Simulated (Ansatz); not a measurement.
Isolated molecules relaxed with PBE0-D4/def2-TZVP in Ansatz; ΔE leaves out vibrations. CBS: MP2 limit from def2 TZ/QZ plus the TZ coupled-cluster correction, frozen cores. Functionals use def2-TZVPP. B3LYP here is the variant with VWN-RPA as its local correlation; programs differ in this. HSE06 is defined as in plane-wave codes. For Ga outer-core shells are correlated without core-valence functions, which leaves a few kJ/mol of doubt a bond. Scalar relativity is left out up to krypton. Each species was taken in one conformer, which may not be the lowest.

`O[SiH2][SiH3]` + `[NH2][GaH][OH]` → `[NH2][GaH][O][SiH3]` + silanol  (cleavage of the Si–Si bond)

```
             level  ΔE (kcal/mol)  difference from CCSD(T)/CBS
            PBE-D4          -19.8                          6.8
         revPBE-D4          -20.0                          6.6
           BLYP-D4          -24.7                          1.9
            B97M-V          -25.5                          1.1
           PBE0-D4          -22.4                          4.2
          B3LYP-D4          -26.5                          0.1
        r2SCANh-D4          -25.4                          1.2
        r2SCAN0-D4          -26.1                          0.5
          HSE06-D4          -22.4                          4.2
          BHLYP-D4          -29.8                         -3.2
      CAM-B3LYP-D4          -28.1                         -1.5
           ωB97X-V          -26.0                          0.6
           ωB97M-V          -27.1                         -0.5
            B2PLYP          -27.8                         -1.2
          PBE-QIDH          -26.1                          0.5
               PBE          -19.7                          6.9
            revPBE          -19.5                          7.1
              BLYP          -24.6                          2.0
            r2SCAN          -24.9                          1.7
           r2SCANh          -25.4                          1.2
           r2SCAN0          -26.1                          0.5
             HSE06          -22.3                          4.3
         CAM-B3LYP          -28.1                         -1.5
           LC-ωPBE          -24.4                          2.2
RPA@PBE/def2-TZVPP          -27.7                         -1.1
       HF/def2-SVP          -32.2                         -5.6
      MP2/def2-SVP          -29.0                         -2.4
     CCSD/def2-SVP          -27.8                         -1.2
  CCSD(T)/def2-SVP          -27.2                         -0.6
     HF/def2-TZVPP          -33.8                         -7.2
    MP2/def2-TZVPP          -29.2                         -2.6
SCS-MP2/def2-TZVPP          -30.3                         -3.7
   CCSD/def2-TZVPP          -28.1                         -1.5
CCSD(T)/def2-TZVPP          -27.2                         -0.6
     HF/def2-QZVPP          -34.3                         -7.7
    MP2/def2-QZVPP          -29.0                         -2.4
SCS-MP2/def2-QZVPP          -30.1                         -3.5
      HF/CBS(def2)          -34.3                         -7.7
     MP2/CBS(def2)          -28.6                         -2.0
    CCSD/CBS(def2)          -27.5                         -0.9
       CCSD(T)/CBS          -26.6                            0
```

Largest T1 diagnostic among the species: 0.014.

From BLYP to BHLYP (50 % exact exchange), in def2-TZVPP and without D4, ΔE moves by −5.1 kcal/mol. Leaving LDA and LC-ωPBE aside and taking each functional with its dispersion term where it has one, the values spread over 10.0 kcal/mol, from BHLYP-D4 to PBE-D4. In def2-TZVPP, CCSD(T) changes the Hartree–Fock value by +6.6 kcal/mol (the triples alone add +0.9 kcal/mol) and MP2 by +4.6 kcal/mol.
